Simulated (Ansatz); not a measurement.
```xyz
4

F    -1.0996   -0.7241    0.1345
H    -0.3532   -0.7664    0.6437
F     1.0943    0.7105   -0.1154
H     0.3517    0.7625   -0.6293
```

Basis set: def2-SVP (spherical functions). Frozen core: 2 orbitals. Charge 0, multiplicity 3.

Computed with Ansatz (development build ahead of 0.2.0); each method stands on the lowest determinant of its kind that the runs found.

The atomization energy at this shape (free ground-state atoms in the same class of orbitals less the molecule, no zero-point energy) of triplet H2F2:

```csv
method,atomization energy
UHF,-1.79 eV
```

**Question.** What does UHF-MP2 give?

**Answer.** 0.21 eV. Caution for UHF: the molecule lies well above its atoms at this level.
